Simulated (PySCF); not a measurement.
Task: Give a GFN2-xTB geometry of `NC[SiH]1OCCO1`.

Result: 
```
atom  x, y, z in Å
N1     2.048    1.026    0.638
C2     2.013   -0.319    0.075
Si3    0.226   -0.830   -0.305
O4    -0.651   -1.101    1.051
C5    -1.898   -0.474    0.972
C6    -1.791    0.666   -0.062
O7    -0.693    0.401   -0.889
H8     1.685    1.690   -0.038
H9     2.999    1.297    0.863
H10    2.622   -0.430   -0.834
H11    2.434   -1.002    0.813
H12    0.126   -1.959   -1.230
H13   -2.642   -1.209    0.649
H14   -2.167   -0.100    1.961
H15   -2.692    0.728   -0.678
H16   -1.626    1.625    0.437
```

Orientation and origin are arbitrary. Atoms count from 1 in this order. Si3 (oxygen-bound silicon) has angles from 96.8° to 113.5°. N1 (primary amine nitrogen) is pyramidal (angles 110.7°, 109.8° and 108.0°, sum 328.5°, 0.38 Å off the plane of its three neighbours). O4 (silyl ether oxygen) is bent (angle 110.9°). The 5-membered ring Si3–O4–C5–C6–O7 has internal angles of 96.8° to 111.7° (sum 535°, against 540° for a flat polygon); it is puckered, 0.09 Å rms from its mean plane, widest ring torsion 22°.

Bonds between heavy atoms (Å): N1–C2 1.458, C2–Si3 1.897, Si3–O4 1.638, O4–C5 1.397, C5–C6 1.542, C6–O7 1.400, Si3–O7 1.643.

Computed geometry: GFN2-xTB, gas phase.

Point group: C1 (no symmetry element, even within 0.4 Å). Whether it is a minimum is left open (no frequencies). One conformer, not necessarily the lowest (H–N1–C2–Si3 -62° and 179°, N1–C2–Si3–O4 -71°, C2–Si3–O4–C5 134°, Si3–O4–C5–C6 -22°, O4–C5–C6–O7 21°, C5–C6–O7–Si3 -11°).
